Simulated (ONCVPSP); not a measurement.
# Ranking ONCV potentials for Sc

All share these settings but for the change named:

| Item | Value |
| --- | --- |
| Element | scandium (Sc) |
| Generator | ONCVPSP 4.0.1 |
| Type | optimised norm-conserving Vanderbilt (ONCV) |
| Functional | PBE |
| Relativity | scalar-relativistic |
| Frozen core | [Ne] |
| Valence charge | 11 |
| Reference configuration | 3s2 3p6 3d1 4s2 |
| Partial waves | 3s+4s: rc 1.65 bohr, ncon 4, nbas 7, qcut 8.1 1/bohr, 2 projectors; 3p: rc 1.20 bohr, ncon 4, nbas 8, qcut 6 1/bohr, 2 projectors, debl 0.9 Ha; 3d: rc 1.95 bohr, ncon 4, nbas 8, qcut 8.7 1/bohr, 2 projectors, debl 3.3 Ha |
| Local potential | polynomial inside 1.15 bohr (lpopt 5, dvloc0 0 Ha) |
| Core correction | none |

In the p channel the program set the typed energies aside and used -1.236, 0.250 Ha.

Cutoff: the first of the cutoffs (Ha) at which the residual kinetic energy of the hardest occupied pseudo-wave falls to 1 and 0.1 mHa per electron; the density cutoff is not measured.

The base gives 25 Ha.

Of 9 variants that were run, those that failed, showed a ghost or another fault, or gave nearly equal values are left out.

A variant can come out equal or close to the base.

(1) Rank these variants from softest to hardest (loose cutoff).
A. p: qcut 3.4
B. p: qcut 8.5
C. p: qcut 4.2

Answers

(1) B (25 Ha), C (34 Ha), A (67 Ha).
